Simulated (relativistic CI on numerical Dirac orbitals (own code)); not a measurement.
## Spin-allowed bands of a d3 ion in an octahedral site, by hand

Problem. Take Δ = 21200 cm⁻¹ and B = 650 cm⁻¹ for a d3 ion in an octahedral site. Calculate the three spin-allowed bands.

Working.
1. The terms of highest spin are 4F (energy 0) and 4P (15B = 9750 cm⁻¹). Here the F term splits into A2 at −1.2Δ = -25440, T2 at −0.2Δ = -4240 and T1 at +0.6Δ = 12720 cm⁻¹.
2. The two T1 states mix through the element 0.4Δ: H = [[12720, 8480], [8480, 9750]], with roots ½(H₁₁ + H₂₂) ∓ ½√[(H₂₂ − H₁₁)² + 4H₁₂²] = ½(22470) ∓ ½(17218) = 2626 and 19844 cm⁻¹.
3. The ground term is 4A2 at -25440 cm⁻¹.
4. Bands: 4T2 21200 cm⁻¹ (472 nm), 4T1(F) 28066 cm⁻¹ (356 nm), 4T1(P) 45284 cm⁻¹ (221 nm).

Check. Exact diagonalisation of the whole d3 shell with these parameters gives 4T2 21200, 4T1 28066, 4T1 45284 cm⁻¹. The match is exact, since without spin-orbit coupling no other term has this spin. The ratio of the second band to the first, 1.324, depends on Δ/B = 32.6 alone, which is how a Tanabe-Sugano diagram is read.
